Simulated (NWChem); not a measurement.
Program: NWChem. System: triflate (CF3O3S (-1)), charge -1, spin multiplicity 1, at a geometry optimised with PBE0/def2-SVP. Level: G0W0@B3LYP/def2-SVPD, RI basis def2-svpd-rifit, VWN1-RPA local correlation.

Job file:

```
start mol
memory heap 200 mb stack 700 mb global 1700 mb
charge -1
geometry units angstroms nocenter noautoz
  O     -1.313711    -0.560346     1.244523
  S     -0.916619     0.114234     0.000000
  O     -1.313711    -0.560346    -1.244523
  O     -1.047149     1.578687     0.000000
  C      0.929520    -0.115848     0.000000
  F      1.271682    -1.410626     0.000000
  F      1.502234     0.438834     1.076052
  F      1.502234     0.438834    -1.076052
  symmetry group Cs
end
basis spherical
  * library def2-svpd
end
basis "ri basis" bse spherical
  * library def2-svpd-rifit
end
dft
  xc b3lyp
  iterations 100
  direct
  tolerances tight
end
task dft energy
gw
  method cdgw
  states alpha occ 4 vir 2
end
task dft gw
```

Output (cleaned and shortened):

```
             Northwest Computational Chemistry Package (NWChem) 7.3.0
             --------------------------------------------------------

                                NWChem Input Module
                                -------------------

 Scaling coordinates for geometry "geometry" by  1.889725989
 (inverse scale =  0.529177249)

 Turning off AUTOSYM since
 SYMMETRY directive was detected!

                             Geometry "geometry" -> ""
                             -------------------------

 Output coordinates in angstroms (scale by  1.889725989 to convert to a.u.)

  No.       Tag          Charge          X              Y              Z
 ---- ---------------- ---------- -------------- -------------- --------------
    1 O                    8.0000    -1.31371100    -0.56034600     1.24452300
    2 S                   16.0000    -0.91661900     0.11423400     0.00000000
    3 O                    8.0000    -1.31371100    -0.56034600    -1.24452300
    4 O                    8.0000    -1.04714900     1.57868700     0.00000000
    5 C                    6.0000     0.92952000    -0.11584800     0.00000000
    6 F                    9.0000     1.27168200    -1.41062600     0.00000000
    7 F                    9.0000     1.50223400     0.43883400     1.07605200
    8 F                    9.0000     1.50223400     0.43883400    -1.07605200

 Effective nuclear repulsion energy (a.u.)     551.6772564958

            Nuclear Dipole moment (a.u.)
            ----------------------------
        X                 Y               Z
 ---------------- ---------------- ----------------
    -0.0000037795    -0.0000113384     0.0000000000

      Symmetry information
      --------------------

 Group name             Cs
 Group number              2
 Group order               2
 No. of unique centers     6

      Symmetry unique atoms

     1    2    4    5    6    7


 Summary of "ao basis" -> "" (spherical)
 ------------------------------------------------------------------------------
       Tag                 Description            Shells   Functions and Types
 ---------------- ------------------------------  ------  ---------------------
 *                         def2-svpd                  on all atoms

 new library libraries.bse/

 Summary of "ri basis" -> "" (spherical)
 ------------------------------------------------------------------------------
       Tag                 Description            Shells   Functions and Types
 ---------------- ------------------------------  ------  ---------------------
 *                      def2-svpd-rifit               on all atoms

                                 NWChem DFT Module
                                 -----------------

 Summary of "ao basis" -> "ao basis" (spherical)
 ------------------------------------------------------------------------------
       Tag                 Description            Shells   Functions and Types
 ---------------- ------------------------------  ------  ---------------------
 O                         def2-svpd                 9       23   4s3p2d
 S                         def2-svpd                11       27   5s4p2d
 C                         def2-svpd                 8       20   4s2p2d
 F                         def2-svpd                 9       23   4s3p2d

 Summary of "ao basis" -> "ao basis" (spherical)
 ------------------------------------------------------------------------------
       Tag                 Description            Shells   Functions and Types
 ---------------- ------------------------------  ------  ---------------------
 O                         def2-svpd                 9       23   4s3p2d
 S                         def2-svpd                11       27   5s4p2d
 C                         def2-svpd                 8       20   4s2p2d
 F                         def2-svpd                 9       23   4s3p2d

      Symmetry analysis of basis
      --------------------------

        a'        111
        a"         74

            General Information
            -------------------
          SCF calculation type: DFT
          Wavefunction type:  closed shell.
          No. of atoms     :     8
          No. of electrons :    74
           Alpha electrons :    37
            Beta electrons :    37
          Charge           :    -1
          Spin multiplicity:     1
          Use of symmetry is: on ; symmetry adaption is: on
          Maximum number of iterations: 100
          This is a Direct SCF calculation.
          AO basis - number of functions:   185
                     number of shells:    73
          Convergence on energy requested:  1.00D-06
          Convergence on density requested:  1.00D-05
          Convergence on gradient requested:  5.00D-04

              XC Information
              --------------
                         B3LYP Method XC Potential
                     Hartree-Fock (Exact) Exchange  0.200
                        Slater Exchange Functional  0.800 local
                    Becke 1988 Exchange Functional  0.720 non-local
              Lee-Yang-Parr Correlation Functional  0.810
                  VWN I RPA Correlation Functional  0.190 local

             Grid Information
             ----------------
          Grid used for XC integration:  medium
          Radial quadrature: Mura-Knowles
          Angular quadrature: Lebedev.
          Tag              B.-S. Rad. Rad. Pts. Rad. Cut. Ang. Pts.
          ---              ---------- --------- --------- ---------
          O                   0.60       49          12.0       434
          S                   1.00       88          10.0       590
[...]
      -------------------------------------------------

  Numbering of irreducible representations:

     1 a'          2 a"

  Orbital symmetries:

     1 a'          2 a'          3 a'          4 a"          5 a"
     6 a'          7 a'          8 a'          9 a'         10 a"
    11 a'         12 a'         13 a'         14 a'         15 a'
    16 a"         17 a"         18 a'         19 a'         20 a'
    21 a"         22 a'         23 a'         24 a'         25 a"
    26 a'         27 a"         28 a'         29 a'         30 a"
    31 a"         32 a"         33 a'         34 a"         35 a'
    36 a"         37 a'         38 a'         39 a"         40 a'
    41 a'         42 a'         43 a"         44 a'         45 a'
    46 a"         47 a'

   convergence    iter        energy       DeltaE   RMS-Dens  Diis-err    time
 ---------------- ----- ----------------- --------- --------- ---------  ------
 d= 0,ls=0.0,diis     1   -960.5062322781 -1.51D+03  2.37D-02  4.72D+00     3.2
 d= 0,ls=0.0,diis     2   -959.3573040981  1.15D+00  1.55D-02  1.79D+01     5.9
 d= 0,ls=0.0,diis     3   -961.0089527294 -1.65D+00  2.08D-03  2.28D-01     8.5
 d= 0,ls=0.0,diis     4   -961.0265223743 -1.76D-02  6.71D-04  3.98D-02    11.0
 d= 0,ls=0.0,diis     5   -961.0301622973 -3.64D-03  1.41D-04  1.70D-03    13.6
 d= 0,ls=0.0,diis     6   -961.0303000929 -1.38D-04  3.50D-05  1.03D-04    16.2
 d= 0,ls=0.0,diis     7   -961.0303085165 -8.42D-06  6.07D-06  1.24D-06    18.7
 d= 0,ls=0.0,diis     8   -961.0303086397 -1.23D-07  1.32D-06  4.72D-08    21.3

         Total DFT energy =     -961.030308639744
      One electron energy =    -2439.244684362464
           Coulomb energy =     1015.096939763503
    Exchange-Corr. energy =      -88.559820536576
 Nuclear repulsion energy =      551.677256495794

 Numeric. integr. density =       73.999999976768

     Total iterative time =     20.7s

                  Occupations of the irreducible representations
                  ----------------------------------------------

                     irrep           alpha         beta
                     --------     --------     --------
                     a'               24.0         24.0
                     a"               13.0         13.0

                       DFT Final Molecular Orbital Analysis
                       ------------------------------------

 Vector   35  Occ=2.000000D+00  E=-1.543317D-01  Symmetry=a"
              MO Center= -1.2D+00, -3.9D-01,  2.3D-09, r^2= 2.5D+00
   Bfn.  Coefficient  Atom+Function         Bfn.  Coefficient  Atom+Function
  ----- ------------  ---------------      ----- ------------  ---------------
     5      0.358548  1 O  px                55     -0.358548  3 O  px
     8      0.261526  1 O  px                58     -0.261526  3 O  px
     7      0.212911  1 O  pz                57      0.212911  3 O  pz
    80      0.142070  4 O  pz                44     -0.129841  2 S  d  1
    10      0.127285  1 O  pz                60      0.127285  3 O  pz

 Vector   36  Occ=2.000000D+00  E=-1.468519D-01  Symmetry=a'
              MO Center= -6.0D-01,  7.4D-02,  1.8D-13, r^2= 3.2D+00
   Bfn.  Coefficient  Atom+Function         Bfn.  Coefficient  Atom+Function
  ----- ------------  ---------------      ----- ------------  ---------------
   101      0.326858  5 C  px                 5      0.280457  1 O  px
    55      0.280457  3 O  px                78      0.266940  4 O  px
    98     -0.221449  5 C  s                 99     -0.213863  5 C  s
     8      0.197648  1 O  px                58      0.197648  3 O  px
    81      0.191605  4 O  px               144      0.145746  7 F  px

 Vector   37  Occ=2.000000D+00  E=-1.067390D-01  Symmetry=a"
              MO Center= -1.2D+00,  1.5D-01,  3.9D-14, r^2= 2.7D+00
   Bfn.  Coefficient  Atom+Function         Bfn.  Coefficient  Atom+Function
  ----- ------------  ---------------      ----- ------------  ---------------
    80      0.388763  4 O  pz                 6     -0.334092  1 O  py
    56      0.334092  3 O  py                83      0.285024  4 O  pz
     9     -0.244950  1 O  py                59      0.244950  3 O  py
     7     -0.194381  1 O  pz                57     -0.194381  3 O  pz
    10     -0.142512  1 O  pz                60     -0.142512  3 O  pz

 Vector   38  Occ=0.000000D+00  E= 1.493753D-01  Symmetry=a'
              MO Center=  1.2D+00, -1.4D-01, -2.2D-12, r^2= 1.2D+01
   Bfn.  Coefficient  Atom+Function         Bfn.  Coefficient  Atom+Function
  ----- ------------  ---------------      ----- ------------  ---------------
    28      4.214766  2 S  s                100      2.938186  5 C  s
   120     -1.695469  6 F  s                143     -1.695513  7 F  s
   166     -1.695513  8 F  s                  4     -1.451175  1 O  s
    54     -1.451175  3 O  s                 77     -1.451159  4 O  s
    99      1.250786  5 C  s                 27      1.073059  2 S  s

 Vector   39  Occ=0.000000D+00  E= 1.678904D-01  Symmetry=a'
              MO Center= -1.8D+00,  2.2D-01,  1.5D-12, r^2= 1.4D+01
   Bfn.  Coefficient  Atom+Function         Bfn.  Coefficient  Atom+Function
  ----- ------------  ---------------      ----- ------------  ---------------
    38      2.311382  2 S  px               100      1.789288  5 C  s
    27     -1.680256  2 S  s                 28     -1.640728  2 S  s
   120     -1.089828  6 F  s                143     -1.089890  7 F  s
   166     -1.089890  8 F  s                  4      0.931212  1 O  s
    54      0.931212  3 O  s                 77      0.931201  4 O  s

 Vector   40  Occ=0.000000D+00  E= 1.770954D-01  Symmetry=a"
              MO Center= -3.5D-01,  4.9D-02,  1.5D-12, r^2= 1.5D+01
   Bfn.  Coefficient  Atom+Function         Bfn.  Coefficient  Atom+Function
  ----- ------------  ---------------      ----- ------------  ---------------
    40      2.858099  2 S  pz                 4     -1.716245  1 O  s
    54      1.716245  3 O  s                143     -0.634947  7 F  s
   166      0.634947  8 F  s                 86     -0.592888  4 O  pz
   150      0.451864  7 F  px               173     -0.451864  8 F  px
   106      0.410911  5 C  pz                37      0.382559  2 S  pz

 center of mass
 --------------
 x =   0.05472594 y =  -0.00682093 z =   0.00000000

 moments of inertia (a.u.)
 ------------------
         675.462054244231          59.097853636803           0.000000000000
          59.097853636803        1142.269924457919           0.000000000000
           0.000000000000           0.000000000000        1149.635355402416

     Multipole analysis of the density
     ---------------------------------

     L   x y z        total         alpha         beta         nuclear
     -   - - -        -----         -----         ----         -------
     0   0 0 0     -1.000000    -37.000000    -37.000000     73.000000

     1   1 0 0      1.604466      0.802235      0.802235     -0.000004
     1   0 1 0     -0.200196     -0.100092     -0.100092     -0.000011
     1   0 0 1      0.000000      0.000000      0.000000      0.000000

     2   2 0 0    -46.306414   -219.897328   -219.897328    393.488243
     2   1 1 0      0.134094     14.435097     14.435097    -28.736100
     2   1 0 1      0.000000      0.000000      0.000000      0.000000
     2   0 2 0    -45.250946   -105.878204   -105.878204    166.505462
     2   0 1 1      0.000000      0.000000      0.000000      0.000000
     2   0 0 2    -45.233730   -104.078881   -104.078881    162.924032

 Task  times  cpu:       21.3s     wall:       21.3s

                                NWChem Input Module
                                -------------------

                                 NWChem GW Module
                                 ----------------

                             ***********************
                             ***        GW       ***
                             ***********************

 Summary of "ri basis" -> "ri basis" (spherical)
 ------------------------------------------------------------------------------
       Tag                 Description            Shells   Functions and Types
 ---------------- ------------------------------  ------  ---------------------
 O                      def2-svpd-rifit             20       64   7s6p5d2f
 S                      def2-svpd-rifit             24       78   9s6p6d3f
 C                      def2-svpd-rifit             20       64   7s6p5d2f
 F                      def2-svpd-rifit             20       64   7s6p5d2f

                 Memory Information
                 ------------------
          Available GA per process is          1699.7 MBs
          Available stack per process is        700.0 MBs
          Available heap per process is           0.0 MBs

          Peak memory in Initialization
              Peak GA per process is                 31.2 MBs
              Peak stack per process is               0.3 MBs
              Peak heap per process is               31.9 MBs
              Memory not in MA per process            0.0 MBs

          Peak memory in CDGW Calculation
              Peak GA per process is                 35.7 MBs
              Peak stack per process is               4.2 MBs
              Peak heap per process is                4.5 MBs
              Memory not in MA per process            0.0 MBs

          Computing 2-center integrals
          Computing Inverse Cholesky factor
          Computing 3-center integrals
          Computing Vxc

          Computing Sigma_x
          Computing W(iw) on the imaginary grid
          Solving quasiparticle equations

                  Alpha Orbitals
          State     Energy (eV)     Error (eV)
          -----------------------------------
@GW        34         -5.988           0.004
@GW        35         -5.988           0.004
@GW        36         -5.772           0.004
@GW        37         -4.664           0.005
@GW        38          5.547           0.004
@GW        39          5.867           0.003

     GW Timing Statistics
   ------------------------
   Init.   :          0.0s
     ERIs  :          1.9s
     Distr.:          0.0s
     Vxc   :          2.3s
   Vmo     :          0.0s
   iW      :          5.5s
   I_n     :          0.0s
   R_n     :          0.4s
   GW total:         10.2s

 Task  times  cpu:       10.2s     wall:       10.2s

 Total times  cpu:       31.6s     wall:       31.6s
```
